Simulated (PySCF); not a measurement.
Computed properties of CH₄FNOSi₂, SMILES F[Si@H]1N=CO[SiH2]1

CH4FNOSi2, SMILES F[Si@H]1N=CO[SiH2]1. Geometry optimised at r2SCAN-D4/def2-SVP. The structure was generated by enumeration; whether it is a known compound was not checked. The values are those of a single conformer. All values are computed for the isolated molecule unless a solvent is named; none is compared with measurement here.

**Structure.** All 24 harmonic modes at r2SCAN-D4/def2-SVP (PySCF) are real, so it is a minimum. With heavy atoms numbered as in [F:1][Si@H:2]1[N:3]=[CH:4][O:5][SiH2:6]1, the shortest bond between them is N3–C4 at 1.276 Å and the longest Si2–Si6 at 2.347 Å.

**Vibrations.** The strongest infrared lines (harmonic, unscaled, degenerate partners summed) lie at 1665 cm⁻¹ (334 km/mol, C 54 %, N 42 %), 1167 cm⁻¹ (259 km/mol, C 45 %, O 40 %), 909 cm⁻¹ (232 km/mol, Si 39 %, F 32 %, H 25 %). The softest mode is at 112 cm⁻¹ and the zero-point energy is 34.7 kcal/mol.

**Electronic structure.** M06-2X/def2-TZVP (PySCF) places the frontier levels at -8.78 and -0.28 eV, a gap of 8.50 eV, and gives a dipole moment of 2.24 D and a mean polarisability of 67.8 bohr³. PBE/def2-TZVP (PySCF) at the same geometry gives -6.31 and -2.17 eV, so its gap is 4.36 eV narrower. An orbital gap is neither the optical nor the fundamental gap.

**Excitations.** TDDFT-CAM-B3LYP/def2-SVPD (PySCF) has S1 at 4.85 eV (256 nm, f = 0.008, weak); the most intense of the 10 singlets computed lies at 7.46 eV (f = 0.14). T1 (TDA) is at 4.49 eV. TDDFT-PBE/def2-SVPD (PySCF) puts S1 at 4.28 eV. No vertical singlet excitation falls in the visible range (under 3.1 eV).

**NMR.** GIAO shifts at PBE0/pcSseg-1 (PySCF) (non-relativistic, atoms alike by connectivity averaged): ¹³C at 174.5 ppm against TMS; ¹H from 4.9 to 7.9 ppm against TMS; ²⁹Si from -36.2 to 13.6 ppm against TMS; ¹⁹F at -197.5 ppm against CFCl3.
